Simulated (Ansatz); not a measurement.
Question: Name a neutral molecule of C, F, Si and H with size of the dipole moment (B3LYP/def2-TZVPP) between 0.25 and 0.55 D and HOMO–LUMO gap (ωB97M-V/def2-TZVPP) between 11.25 and 11.55 eV (Ansatz, PBE0-D4/def2-TZVP geometry).

Answer: `FC[SiH](F)[SiH3]` (0.32 D, 11.44 eV); `FC[Si]1(F)CC1` (0.37 D, 11.53 eV). Other molecules can fit too; these were computed, each in one conformer that needn't be the lowest.

B3LYP here is the variant with VWN-RPA as its local correlation; programs differ in this.
